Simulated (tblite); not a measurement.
Species: C5H10Si.
Bonds: C1–C2 (double), C2–Si3, Si3–C4, C4–C5, C5–C6, Si3–C6. Hydrogens: H7, H8 on C1; H9 on C2; H10 on Si3; H11, H12 on C4; H13, H14 on C5; H15, H16 on C6.

Computed with GFN2-xTB (tblite), gas phase: L-BFGS steps from a force-field or distance-geometry start until the largest atomic force falls under 0.01 eV/Å.

The end geometry, which sets the zero of energy:
```
atom  x, y, z in Å
C1      3.0648   -0.0065    0.2628
C2      1.8441    0.0405   -0.2462
Si3     0.2637   -0.1433    0.7539
C4     -1.1011    1.1644    0.4465
C5     -2.0999    0.0664    0.0301
C6     -1.1552   -1.1491   -0.0479
H7      3.9530    0.1103   -0.3397
H8      3.2317   -0.1658    1.3156
H9      1.7399    0.2038   -1.3128
H10     0.5404   -0.4447    2.1632
H11    -0.8912    1.8590   -0.3646
H12    -1.4344    1.7532    1.2973
H13    -2.6072    0.2782   -0.9108
H14    -2.8609   -0.0795    0.7955
H15    -0.9700   -1.4584   -1.0748
H16    -1.5253   -2.0196    0.4879
```

**Question.** These geometries come from the run, each turned onto the end geometry. Order them by energy, lowest first.
A.
```
atom  x, y, z in Å
C1      2.9858    0.1531    0.3333
C2      1.8336   -0.0924   -0.2579
Si3     0.2630   -0.2822    0.7084
C4     -0.9733    1.1198    0.3977
C5     -2.0792    0.0907    0.1357
C6     -1.2015   -1.1334   -0.1504
H7      3.8903    0.2909   -0.2201
H8      3.0501    0.2045    1.4009
H9      1.7918   -0.1148   -1.3334
H10     0.3883   -0.6391    2.1217
H11    -0.7468    1.6588   -0.5142
H12    -1.1488    1.8467    1.1830
H13    -2.7858    0.3537   -0.6542
H14    -2.6398   -0.0878    1.0416
H15    -1.0900   -1.2899   -1.2151
H16    -1.5454   -2.0697    0.2790
```
B.
```
atom  x, y, z in Å
C1      3.0638    0.0294    0.2775
C2      1.8480   -0.0201   -0.2415
Si3     0.2601   -0.1584    0.7530
C4     -1.0929    1.1653    0.4517
C5     -2.1044    0.0719    0.0570
C6     -1.1569   -1.1338   -0.0853
H7      3.9525    0.1086   -0.3295
H8      3.2266    0.0005    1.3420
H9      1.7497    0.0181   -1.3202
H10     0.5134   -0.4825    2.1622
H11    -0.8799    1.8403   -0.3754
H12    -1.4113    1.7756    1.2935
H13    -2.6602    0.3014   -0.8516
H14    -2.8236   -0.0951    0.8571
H15    -0.9689   -1.3753   -1.1298
H16    -1.5236   -2.0368    0.3953
```
C.
```
atom  x, y, z in Å
C1      3.0478    0.1352    0.3340
C2      1.8773   -0.0962   -0.2385
Si3     0.2560   -0.2633    0.6964
C4     -1.0211    1.1335    0.3999
C5     -2.1175    0.0866    0.1335
C6     -1.2274   -1.1396   -0.1397
H7      3.9544    0.2788   -0.2350
H8      3.1540    0.1969    1.4045
H9      1.8484   -0.1441   -1.3201
H10     0.4869   -0.6373    2.0970
H11    -0.8071    1.7196   -0.4932
H12    -1.2484    1.8342    1.1975
H13    -2.7945    0.3416   -0.6823
H14    -2.7176   -0.0719    1.0299
H15    -1.0931   -1.2982   -1.2084
H16    -1.6059   -2.0668    0.2804
```
D.
```
atom  x, y, z in Å
C1      3.0636    0.1031    0.3212
C2      1.8900   -0.0752   -0.2637
Si3     0.2672   -0.2112    0.6765
C4     -1.0566    1.1514    0.4276
C5     -2.1187    0.0822    0.1124
C6     -1.2043   -1.1322   -0.1327
H7      3.9861    0.1777   -0.2337
H8      3.1539    0.1835    1.3917
H9      1.8628   -0.1427   -1.3449
H10     0.4920   -0.5780    2.0826
H11    -0.8717    1.7964   -0.4293
H12    -1.3131    1.7931    1.2665
H13    -2.7612    0.3306   -0.7323
H14    -2.7575   -0.0899    0.9776
H15    -1.0807   -1.3312   -1.1956
H16    -1.5594   -2.0487    0.3321
```
E.
```
atom  x, y, z in Å
C1      2.9710    0.1477    0.3760
C2      1.7817   -0.0644   -0.2594
Si3     0.2230   -0.2982    0.6843
C4     -0.9661    1.1162    0.3764
C5     -2.0644    0.0684    0.1879
C6     -1.1799   -1.1022   -0.2287
H7      3.8148    0.2707   -0.2644
H8      3.0353    0.2079    1.4629
H9      1.7860   -0.1155   -1.3511
H10     0.3701   -0.6252    2.1021
H11    -0.7093    1.6204   -0.5638
H12    -1.1059    1.7911    1.2277
H13    -2.7399    0.3374   -0.6675
H14    -2.6651   -0.0951    1.0916
H15    -1.0494   -1.2490   -1.2941
H16    -1.5094   -2.0015    0.3763
```

**Answer.** B (0.003 eV), D (0.009 eV), C (0.018 eV), A (0.083 eV), E (0.565 eV).

In the order of the answer:

```json
{"step": "73", "E above end (eV)": "0.003", "largest force (eV/Å)": "0.03", "rms force component (eV/Å)": "0.011", "rms distance from end (Å)": "0.081", "rms bond change (Å)": "0.001", "bond most changed (Å)": "Si3–C4 +0.002"}
{"step": "38", "E above end (eV)": "0.009", "largest force (eV/Å)": "0.04", "rms force component (eV/Å)": "0.013", "rms distance from end (Å)": "0.189", "rms bond change (Å)": "0.001", "bond most changed (Å)": "Si3–H10 +0.003"}
{"step": "23", "E above end (eV)": "0.018", "largest force (eV/Å)": "0.06", "rms force component (eV/Å)": "0.020", "rms distance from end (Å)": "0.228", "rms bond change (Å)": "0.001", "bond most changed (Å)": "C4–C5 -0.002"}
{"step": "5", "E above end (eV)": "0.083", "largest force (eV/Å)": "0.38", "rms force component (eV/Å)": "0.130", "rms distance from end (Å)": "0.253", "rms bond change (Å)": "0.011", "bond most changed (Å)": "C2–Si3 -0.025"}
{"step": "0", "E above end (eV)": "0.565", "largest force (eV/Å)": "2.70", "rms force component (eV/Å)": "0.830", "rms distance from end (Å)": "0.269", "rms bond change (Å)": "0.028", "bond most changed (Å)": "Si3–C6 -0.058"}
```

What follows is the cost of the whole relaxation. On one thread of an Arm Neoverse V1 (shared host), this took 0.54 s.
